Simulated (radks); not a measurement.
Question: These are the eigenvalues of the occupied orbitals of an atom or ion with whole-number occupations (hartree). All-electron calculation, non-relativistic Kohn-Sham, exchange-only B88, spin-polarised, spherical densities, point nucleus. Program: a radial shooting solver on a logarithmic mesh with Libxc functionals.

1s up: -1258.151
1s down: -1258.151
2s up: -192.1157
2s down: -192.1156
2p up: -181.0482
2p down: -181.0481
3s up: -39.84598
3s down: -39.84589
3p up: -35.13619
3p down: -35.13611
3d up: -26.36860
3d down: -26.36852
4s up: -7.42791
4s down: -7.42772
4p up: -5.73249
4p down: -5.73227
4d up: -2.80183
4d down: -2.80154
5s up: -0.87317
5s down: -0.87211
5p up: -0.46569
5p down: -0.46288
6s up: -0.07186

Which element is it, and in what charge state? The configuration may be excited. Open shells, if any, are filled with parallel spins first.

Answer: Z = 55, caesium, charge 0: Cs in [Xe] 6s1. The list shows which subshells hold electrons but not how many an open one holds; the 1s level, -1258.2 hartree, gives Z - s = 50.2 by -(Z - s)^2/2, which with screening narrows Z to a few neighbours, and the depths of the outer levels then fix element, charge and occupations together.
